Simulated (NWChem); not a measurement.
**Atomisation of CH₆OPbSi**

```
C
O 1 1.3962
H 1 1.1087 2 110.65
H 1 1.1087 3 106.79 2 120.51
H 1 1.1097 3 107.19 4 114.61
Pb 2 2.1205 1 131.55 3 -121.24
Si 6 2.8208 2 97.04 1 0.08
H 7 1.5005 6 113.29 2 60.28
H 7 1.5007 8 106.70 5 67.63
H 7 1.5014 8 106.51 9 113.46
```
Charge 0, spin multiplicity 1.

The numbers come from NWChem runs, not from measurements. Structure: optimised with B3LYP/def2-SVP with def2 effective core potentials on Pb, with no frequency check, so it may be a saddle point. It is one conformer; others weren't searched.

Basis set: def2-TZVP. The atomisation energy is electronic alone: no zero-point, thermal, spin-orbit or counterpoise terms. No value is extrapolated to the basis-set limit. Free atoms are single determinants with multiplicities Pb 3, O 3, C 3, H 2, Si 3. Correlated methods freeze the same cores in atoms and molecule, 11 orbitals in all.

```csv
method,atomisation energy (kcal/mol),relative cost
PBE0,739.3,under 3
M06-2X,737.4,under 3
TPSS,762.1,under 3
PBE,756.7,1
BP86,769.7,under 3
B3LYP,743.7,under 3
MP2,720.4,under 3
HF,523.8,under 3
```

The values span 245.9 kcal/mol, from HF (lowest) to BP86 (highest). Relative cost: rough, from shared machines, SCF included, PBE = 1. Costs are the molecule's.

Effective core potentials replace the inner electrons of Pb; spin-orbit coupling is left out. B3LYP has NWChem's definition, with VWN1-RPA local correlation. The structure started from a generated list of species. The stability of the SCF solutions was not checked. Open-shell Hartree-Fock references start from PBE0 orbitals; any time given for them includes that run.
